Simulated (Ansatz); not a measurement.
Input file for Ansatz (a program for electronic structure): R-wB97X-V/def2-TZVPP on CH4SeTe (SMILES C[Te][SeH]), a point of a torsion scan. Elements past Kr take the def2 small-core potentials; no spin–orbit coupling.

Ansatz 0.2 input:
```yaml
crystal:
  periodic: [false, false, false]
  atoms:
    - {symbol: C, position_ang: [-1.02190303, -0.15331202, 0.06734202]}
    - {symbol: Te, position_ang: [0.09902361, 1.68857327, -0.11655812]}
    - {symbol: Se, position_ang: [2.32914027, 0.56808173, -0.02218142]}
    - {symbol: H, position_ang: [-0.70705526, -0.85446625, -0.69430679]}
    - {symbol: H, position_ang: [-2.06511259, 0.09191082, -0.07651004]}
    - {symbol: H, position_ang: [-0.88280931, -0.59009162, 1.04792010]}
    - {symbol: H, position_ang: [2.84300992, 1.22327796, 1.15917153]}
basis:
  gaussian:
    orbitals: def2-TZVPP
hamiltonian:
  xc: {name: wB97X-V}
scf: {lower_state_search: off}
```

The log:

```
WARN ansatz: RAYON_NUM_THREADS=1 ignored (pool sized by the plan → 1); use --threads N
Functional definition: wB97X-V
these checks for a lower state are left out or cut short: stability, starts, cluster_reference, orbital_swaps, neighbouring_geometries, increment
integrals: 0.14 GiB planned
1236 factors; their error is unknown
integrals: 0.17 GiB planned
261 factors; integrals over basis functions are off by at most 4.2e-5 eV
mean field: 1.24 GiB planned
mean field evaluation 1: about -73736.7371 eV, gradient 3.2e1 eV
mean field evaluation 2: about -73737.4367 eV, gradient 2.7e1 eV
mean field evaluation 4: about -73739.0468 eV, gradient 1.2e0 eV
mean field evaluation 8: about -73739.3671 eV, gradient 5.4e-1 eV
mean field evaluation 16: about -73739.3674 eV, gradient 1.2e-4 eV
mean field -73739.36738441 eV, -2709.8717690386 hartree, gradient 6.2e-6 eV, S^2 0.000000; 0 other end points of the search recorded, 0 dependent functions left out
reference -73739.36738261 eV, -2709.8717689724 hartree; 34, 34 occupied and 151, 151 virtual orbitals, 1236 factors
Total energy: -73739.36738261 eV, -2709.8717689724 hartree
Checks for a lower state left out: stability, starts, cluster_reference, orbital_swaps, neighbouring_geometries, increment
```

Self-consistency was reached.

Cost: very roughly 7 core-seconds.
